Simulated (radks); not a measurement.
The numbers below are computed, except where a source is named.
Numerical settings for neutral gold, [Xe] 4f14 5d10 6s1. Code: a radial shooting solver on a logarithmic mesh with Libxc functionals. Model: Dirac Kohn-Sham, BLYP, spin-unpolarised, spherical densities, finite nucleus; Fermi nuclear charge, rms radius 5.4371 fm. The defaults (mesh step 0.008 in ln r, mesh end at 40 bohr or more with all orbitals vanishing there, Anderson mixing 0.5 over 9 steps, residual threshold near 1e-9 with the energy settled to 1e-9 hartree or 1e-11 of itself, here a cap of 96 iterations) give E = -19044.823 hartree and 6s1/2 at -5.787 eV in 15 iterations. Run on one thread of a shared host, so times are rough (Arm Neoverse N1): 0.22 s of CPU time, 0.22 s wall, 15 iterations on 2440 mesh points. Changes against that run (0 stands for a change within the tolerance of the run):

setting,iterations,converged,E (mhartree),e(6s1/2) (meV),CPU (s)
mesh step in ln r 0.005,16,yes,0,0,0.36
mesh step in ln r 0.08,2,no,diverged,-,0.02
mesh step in ln r 0.02,15,yes,+0.000839,0,0.11
mesh end (bohr) 400,15,yes,0,0,0.22
mesh end (bohr) 3,14,level above zero,+1.72e+03,+2.34e+04,0.17
residual threshold 1e-13,40,yes,0,0,0.38
residual threshold 0.01,9,yes,+0.00362,-8.29,0.17
mixing 1,14,yes,0,0,0.21
"linear mixing, mixing 1",51,no,diverged,-,2.8
"linear mixing, mixing 0.5",30,yes,0,0,0.35
mixing history 20,19,yes,0,0,0.26
iteration cap 8,8,no,+0.00362,-8.29,0.13

Settled on a wrong energy, with an occupied level pushed above zero by the early mesh end: mesh end (bohr) 3 (+1.72 hartree). Apart from these: no run marked as converged misses the energy by more than 1 mhartree. A mesh that ends early acts as a hard wall.
